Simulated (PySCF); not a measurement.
**Correlation energy of Ge²⁺ (germanium, charge +2)**

[Ar] 3d10 4s2, closed-shell 1S. Calculation: PySCF 2.14, in ANO-RCC-VTZP; the spin-free X2C one-electron Hamiltonian (Gaussian nucleus). Frozen: [Ar] 3d10; 2 electrons correlated.

With two correlated electrons CCSD is exact within the correlated space (frozen core and kept virtual orbitals).

```csv
level,correlation energy (mhartree)
CCSD,-38.64
```

Diagnostics: T1 = 0.0040, D1 = 0.0057, largest double amplitude 0.102.

Task: Is a single reference adequate?

Result: Mostly. T1 lies below 0.03, but a double amplitude of this size points to a near-degeneracy that CCSD handles and MP2 describes poorly.
